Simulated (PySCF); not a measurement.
Species: C₆H₁₀N₂.
Z-matrix (Å and degrees, GFN2-xTB geometry), rows numbered from 1:
```
C 
C   1  1.5295
C   2  1.4906  1  111.15
C   3  1.4067  2  127.97  1    79.70
C   4  1.3748  3  104.78  2  -178.72
N   5  1.3475  4  106.92  3    -0.00
C   6  1.4337  5  127.97  4  -179.89
N   3  1.3232  2  121.87  1   -98.86
H   1  1.0875  2  110.12  3    60.09
H   1  1.0877  2  110.35  3  -179.96
H   1  1.0880  2  110.57  3   -59.76
H   2  1.0907  1  109.47  3  -120.02
H   2  1.0927  1  109.51  3   120.81
H   4  1.0709  3  127.48  2     1.73
H   5  1.0720  4  131.27  3  -179.83
H   7  1.0881  6  109.43  5     4.29
H   7  1.0912  6  109.85  5   124.64
H   7  1.0918  6  110.19  5  -116.13
```

Probes without a nucleus sit at each ring's centroid and 1 Å off its mean plane on both sides; NICS is minus the shielding there, NICSzz its component along the normal. Level: GIAO PBE0/pcSseg-1 (PySCF, non-relativistic, gas phase) on the GFN2-xTB geometry, one conformer.

Ring bond lengths (Å), with Mayer bond orders in brackets: C3–C4 1.407 (1.28), C4–C5 1.375 (1.47), C5–N6 1.348 (1.15), N6–N8 1.331 (1.19), N8–C3 1.323 (1.49).

Q: Give the NICS values of each ring in ppm.

A: 
```tsv
ring	type	NICS(0)	NICS(1), two faces	NICS(1)zz, two faces	rms pucker (Å)	centre to ring atoms, mean (Å)
C3–C4–C5–N6–N8	5-membered ring with 2 N; formal bonds all aromatic	-12.9	-11.5 / -11.6	-28.8 / -29.8	0.00	1.15
```

Q: What do they say, and how far can they be read as aromaticity?

A: 
- C3–C4–C5–N6–N8: mean NICS(1)zz -29.3 ppm, shielded. For a flat ring without four-coordinate atoms the NICS criterion counts such a value as aromatic.

Q: How equal are the bonds by HOMA? HOMA takes Krygowski's 1993 parameters.

A: 
- C3–C4–C5–N6–N8: HOMA 0.96; the largest term is that of C3–C4, α(R − Ropt)² = 0.09. The geometric and the magnetic index point the same way.

Q: List the ring angles and the Hirshfeld charges of the ring atoms.

A: 
- C3–C4–C5–N6–N8: C3 110.2° (+0.028 e), C4 104.8° (-0.112 e), C5 106.9° (-0.030 e), N6 111.6° (+0.039 e), N8 106.6° (-0.157 e); sum 540.0° against 540° for a flat convex ring.

Hardware: an Arm Neoverse V1 with one thread, shared host with 64 logical CPUs at a one-minute load of 13. Cost: 24 s, 0.82 GiB resident at most. This is the whole shielding run at PBE0/pcSseg-1, SCF included.
